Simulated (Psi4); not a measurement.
A dimer, CH4 ··· CH4O (SMILES C and CO), singlet; the first 5 atoms form monomer A.

```
11

C      0.0000     0.0000     0.0000
H      0.3855    -0.7725     0.6640
H      0.8166     0.4098    -0.5929
H     -0.4532     0.7942     0.5917
H     -0.7489    -0.4315    -0.6627
C     -2.5945    -1.0820     2.5060
O     -3.4933    -1.5527     3.5005
H     -3.0456    -0.3100     1.8728
H     -2.2236    -1.8914     1.8674
H     -1.7469    -0.6432     3.0304
H     -4.2558    -1.9468     3.0658
```

Q: What interaction energy does SAPT0/jun-cc-pVDZ, frozen core (Psi4 1.11) give, and which attractive term is the largest?

A: Total -1.27 kJ/mol: electrostatics -0.65, exchange 1.62, induction -0.12, dispersion -2.12. The most attractive term is dispersion.
